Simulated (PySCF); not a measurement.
W(NH)(S)(Cl)(OH) (ClH₂NOSW), SMILES [OH][W]([Cl])(=[S])=[NH], multiplicity 1. Atoms are numbered in the order given.

```xyz
7

W     -0.0989    -0.1580     0.0186
N     -0.5423    -1.1791    -1.3272
H     -0.3540    -1.7968    -2.1141
S      2.0272    -0.2735     0.2962
Cl    -0.6846     2.0024    -0.5223
O     -0.9629    -0.8015     1.5705
H     -1.6210    -1.5093     1.6005
```

Geometry: B3LYP-D3(BJ)/def2-SVP. The multiplicity is an assumed one; no other spin state was optimised. The structure was generated by enumeration; whether it is a known compound was not checked. The def2 effective core potentials stand for the cores of W; spin–orbit coupling is left out. Other conformers were not sampled.

These are PySCF with PBE/def2-TZVP values and carry that method's errors.

The molecule is in vacuum.

- total energy = -1056.49984 hartree
- highest occupied level = -6.36 eV
- lowest empty level = -3.13 eV
- orbital gap = 3.23 eV
- dipole moment = 3.26 D
- quadrupole, principal values (traceless, Buckingham form, about the centre of nuclear charge) = -9.11, 3.06, 6.05 D·Å
- mean static polarisability = 84.9 bohr³ (12.58 Å³)
- polarisability, principal values = 71.2, 83.6, 99.9 bohr³
